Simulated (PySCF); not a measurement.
Molecule: `CCCCC(=O)OC`, C$_{6}$H$_{12}$O$_{2}$.

Molfile (atoms numbered from 1):
```
C6H12O2
     RDKit          3D

 20 19  0  0  0  0  0  0  0  0999 V2000
   -3.0682    0.2144   -0.7860 C   0  0  0  0  0  0  0  0  0  0  0  0
   -1.6634   -0.3239   -0.5715 C   0  0  0  0  0  0  0  0  0  0  0  0
   -1.0687    0.0808    0.7715 C   0  0  0  0  0  0  0  0  0  0  0  0
    0.3396   -0.4422    0.9989 C   0  0  0  0  0  0  0  0  0  0  0  0
    1.3662    0.2113    0.1104 C   0  0  0  0  0  0  0  0  0  0  0  0
    1.2092    1.2350   -0.5031 O   0  0  0  0  0  0  0  0  0  0  0  0
    2.5145   -0.4778    0.0994 O   0  0  0  0  0  0  0  0  0  0  0  0
    3.5610    0.0776   -0.6761 C   0  0  0  0  0  0  0  0  0  0  0  0
   -3.7608   -0.1449   -0.0074 H   0  0  0  0  0  0  0  0  0  0  0  0
   -3.4759   -0.0936   -1.7608 H   0  0  0  0  0  0  0  0  0  0  0  0
   -3.0797    1.3156   -0.7541 H   0  0  0  0  0  0  0  0  0  0  0  0
   -1.0034    0.0384   -1.3770 H   0  0  0  0  0  0  0  0  0  0  0  0
   -1.6703   -1.4262   -0.6477 H   0  0  0  0  0  0  0  0  0  0  0  0
   -1.7191   -0.2802    1.5859 H   0  0  0  0  0  0  0  0  0  0  0  0
   -1.0521    1.1808    0.8445 H   0  0  0  0  0  0  0  0  0  0  0  0
    0.6668   -0.2558    2.0366 H   0  0  0  0  0  0  0  0  0  0  0  0
    0.4059   -1.5335    0.8613 H   0  0  0  0  0  0  0  0  0  0  0  0
    4.3844   -0.6457   -0.6487 H   0  0  0  0  0  0  0  0  0  0  0  0
    3.2348    0.2471   -1.7127 H   0  0  0  0  0  0  0  0  0  0  0  0
    3.8913    1.0409   -0.2585 H   0  0  0  0  0  0  0  0  0  0  0  0
  1  2  1  0
  2  3  1  0
  3  4  1  0
  4  5  1  0
  5  6  2  0
  5  7  1  0
  7  8  1  0
  1  9  1  0
  1 10  1  0
  1 11  1  0
  2 12  1  0
  2 13  1  0
  3 14  1  0
  3 15  1  0
  4 16  1  0
  4 17  1  0
  8 18  1  0
  8 19  1  0
  8 20  1  0
M  END
```

Geometry PBE0-D3(BJ)/def2-SVP throughout; GIAO in PySCF, gas phase, one conformer, non-relativistic; equivalent atoms averaged; basis pcSseg-1.

Q: How do the absolute shieldings σ depend on the functional? (a selection of nuclei; ppm; last column core-seconds on shared hosts with different chips, so compare them loosely)

A: 
| functional | kind | C5 | C8 | C4 | C2 | C1 | H18/H19/H20 | H16/H17 | H14/H15 | H12/H13 | core-s |
| --- | --- | --- | --- | --- | --- | --- | --- | --- | --- | --- | --- |
| LDA | LDA | 0.1 | 127.8 | 144.6 | 154.9 | 165.3 | 27.13 | 28.49 | 29.43 | 29.61 | 30 |
| PBE | GGA | 5.0 | 127.5 | 144.8 | 153.3 | 163.1 | 27.56 | 28.92 | 29.81 | 29.98 | 36 |
| BLYP | GGA | -1.4 | 122.1 | 139.2 | 147.1 | 157.6 | 27.71 | 29.10 | 29.96 | 30.12 | 40 |
| KT2 | GGA | 15.6 | 132.0 | 149.2 | 156.6 | 166.4 | 27.57 | 28.92 | 29.79 | 29.98 | 65 |
| KT3 | GGA | 16.9 | 131.2 | 148.6 | 155.2 | 164.8 | 27.74 | 29.09 | 29.92 | 30.09 | 40 |
| B97-D | GGA | 7.8 | 126.7 | 144.3 | 152.2 | 161.5 | 27.77 | 29.14 | 30.01 | 30.17 | 39 |
| PBE0 | global hybrid | 6.0 | 132.7 | 149.8 | 159.7 | 168.0 | 27.67 | 29.07 | 29.91 | 30.14 | 52 |
| mPW1PW91 | global hybrid | 4.8 | 131.5 | 148.9 | 158.8 | 166.9 | 27.72 | 29.12 | 29.98 | 30.17 | 29 |
| wB97X-D | range-separated hybrid | 4.9 | 132.0 | 149.7 | 160.3 | 168.0 | 27.78 | 29.22 | 30.06 | 30.26 | 38 |
| LC-wPBE | range-separated hybrid | 5.5 | 136.0 | 154.4 | 166.4 | 173.1 | 27.73 | 29.20 | 30.04 | 30.25 | 44 |

Q: Which nucleus among those listed moves most, in ppm?

A: C2 (sp3 CH2): from 147.1 ppm with BLYP to 166.4 ppm with LC-wPBE. The smallest spread is 0.63 ppm, at H14/H15. Proton shifts span only some 12 ppm, so a few tenths of a ppm matter as much there as several ppm in carbon.
